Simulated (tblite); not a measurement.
C5H4ClFS.
Bonds: F1–C2, C2–C3, C3–C4 (aromatic), C4–C5 (aromatic), C5–S6 (aromatic), S6–C7 (aromatic), C7–Cl8, C3–C7 (aromatic). Hydrogens: H9, H10 on C2; H11 on C4; H12 on C5.

Computed with GFN2-xTB (tblite), gas phase: Langevin dynamics at 300 K from the optimised GFN2-xTB geometry, time step 0.5 fs, friction 0.01 fs⁻¹, 2000 steps.

Start geometry:
```
atom  x, y, z in Å
F1     -1.532   -1.732   -0.902
C2     -1.580   -0.626   -0.090
C3     -0.236    0.026   -0.004
C4      0.986   -0.690    0.075
C5      2.071    0.116    0.148
S6      1.650    1.785    0.134
C7     -0.028    1.375    0.011
Cl8    -1.226    2.595   -0.055
H9     -2.325    0.055   -0.511
H10    -1.911   -0.979    0.895
H11     1.030   -1.764    0.062
H12     3.103   -0.162    0.211
```

The statistics below take the 31 frames saved every 25 fs from 250 to 1000 fs; their kinetic temperature (all 3N coordinates) averages 291 K.

**Question.** How do the bond lengths spread?

**Answer.** 
```
  bond  start (Å)  mean (Å)  standard deviation (Å)  shortest (Å)  longest (Å)
 F1–C2      1.373     1.386                   0.029         1.321        1.442
 C2–C3      1.496     1.489                   0.031         1.432        1.551
 C3–C4      1.419     1.436                   0.023         1.386        1.487
 C4–C5      1.354     1.349                   0.023         1.283        1.397
 C5–S6      1.721     1.729                   0.043         1.645        1.807
 S6–C7      1.732     1.739                   0.042         1.663        1.840
C7–Cl8      1.711     1.716                   0.041         1.648        1.824
 C3–C7      1.365     1.367                   0.023         1.308        1.409
 C2–H9      1.094     1.100                   0.029         1.050        1.157
C2–H10      1.098     1.098                   0.020         1.057        1.133
C4–H11      1.074     1.080                   0.030         1.023        1.137
C5–H12      1.071     1.074                   0.027         1.024        1.136
```

**Question.** Give the same statistics for bond angles, one of each kind among heavy atoms.

**Answer.** 
| angle | start (°) | mean (°) | standard deviation (°) | smallest (°) | largest (°) |
| --- | --- | --- | --- | --- | --- |
| F1–C2–C3 | 110.7 | 110.9 | 4.1 | 104.1 | 120.2 |
| C2–C3–C4 | 123.8 | 123.3 | 4.2 | 115.7 | 131.9 |
| C2–C3–C7 | 124.6 | 125.2 | 3.7 | 117.0 | 132.3 |
| C4–C3–C7 | 111.5 | 111.0 | 3.4 | 103.6 | 116.7 |
| C3–C4–C5 | 113.1 | 113.2 | 4.2 | 103.2 | 122.6 |
| C4–C5–S6 | 112.4 | 112.3 | 3.4 | 104.6 | 119.2 |
| C5–S6–C7 | 90.5 | 90.5 | 2.5 | 86.4 | 94.9 |
| S6–C7–Cl8 | 120.8 | 119.5 | 4.4 | 111.3 | 134.2 |
| C3–C7–S6 | 112.5 | 112.4 | 2.7 | 107.2 | 117.7 |
| C3–C7–Cl8 | 126.7 | 127.3 | 3.6 | 118.4 | 135.0 |

**Question.** How far does each atom move about its mean position (frames aligned on the start, all atoms weighted alike), and what rms force does it feel?

**Answer.** 
```
atom  rms displacement (Å)  rms force (eV/Å)
  F1                  1.13              0.96
  C2                  0.10              1.90
  C3                  0.10              1.89
  C4                  0.19              2.04
  C5                  0.10              2.03
  S6                  0.23              1.65
  C7                  0.21              1.76
 Cl8                  0.39              0.90
  H9                  1.01              0.90
 H10                  1.01              0.72
 H11                  0.36              1.16
 H12                  0.18              0.97
```

The displacements run from 0.10 to 1.13 Å, the largest at F1.

**Question.** Follow the torsion F1–C2–C3–C4 through every second one of these frames.

**Answer.** 
| t (fs) | F1–C2–C3–C4 (°) |
| --- | --- |
| 250 | -56 |
| 300 | -76 |
| 350 | -105 |
| 400 | -128 |
| 450 | -155 |
| 500 | 177 |
| 550 | 159 |
| 600 | 140 |
| 650 | 131 |
| 700 | 125 |
| 750 | 127 |
| 800 | 104 |
| 850 | 91 |
| 900 | 71 |
| 950 | 64 |
| 1000 | 48 |

Largest departure from the start value over all these frames: F1–C2–C3–C4 179° (start -39°).

The run is classical and short, so these are rough statistics of one trajectory.

What follows is the cost of the whole dynamics run. On one thread, Arm Neoverse V1 (aarch64) (shared host), this took 14 s and 0.18 GiB of memory at its peak.
